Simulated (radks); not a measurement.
W11+, 63 electrons, occupied as [Kr] 4d10 4f13 5s2 5p2.

Calculated with a radial shooting solver on a logarithmic mesh with Libxc functionals: non-relativistic Kohn-Sham, LB94 model potential, spin-polarised, spherical densities, point nucleus; open shells are filled with parallel spins first (spin-orbit coupling, left out, can overturn this in heavy ions); relativity is left out, which matters for an element this heavy.

Energy parts (eV):
part                  energy
kinetic            415820.23
electron-nucleus  -976841.71
Hartree            154106.21
(The LB94 potential has no energy functional, so no total or exchange-correlation energy is given.)

Orbitals (lengths in bohr, moments of r in powers of bohr):
orbital  occ.  eigenvalue (eV)      <r^2>       <r^4>      <r>
1s up       1        -64150.55  0.0005589   7.870e-07  0.02045
1s down     1        -64150.54  0.0005589   7.870e-07  0.02045
2s up       1        -10736.26   0.008741   0.0001282  0.08637
2s down     1        -10736.15   0.008742   0.0001282  0.08637
2p up       3        -10306.97   0.006458  0.00008055  0.07303
2p down     3        -10306.74   0.006459  0.00008056  0.07303
3s up       1        -2621.479    0.05473    0.004455   0.2193
3s down     1        -2621.196    0.05472    0.004452   0.2192
3p up       3        -2420.533    0.05059    0.003972   0.2093
3p down     3        -2420.253    0.05058    0.003969   0.2093
3d up       5        -2044.682    0.03932    0.002697   0.1835
3d down     5        -2044.495    0.03931    0.002695   0.1834
4s up       1        -689.8217     0.2690      0.1042   0.4888
4s down     1        -688.7069     0.2695      0.1046   0.4892
4p up       3        -605.7369     0.2781      0.1142   0.4951
4p down     3        -604.6807     0.2787      0.1148   0.4957
4d up       5        -452.2336     0.2988      0.1412   0.5088
4d down     5        -451.3117     0.2997      0.1421   0.5096
5s up       1        -251.9122      1.236       2.113    1.054
5s down     1        -251.4256      1.226       2.082    1.050
4f up       7        -250.6672     0.3662      0.2631   0.5512
4f down     6        -249.9598     0.3676      0.2645   0.5523
5p up       2        -223.2501      1.383       2.669    1.114
5p down     0        -222.5637      1.371       2.629    1.109

The highest occupied level is 5p up at -223.25 eV. For comparison, the ionisation energy in NIST's Atomic Spectra Database is 232 eV (semi-empirical). In exact Kohn-Sham theory the highest level is minus the ionisation energy, but local and semilocal functionals leave it too shallow, through self-interaction and a potential that decays too fast; potentials with the right tail come closer.
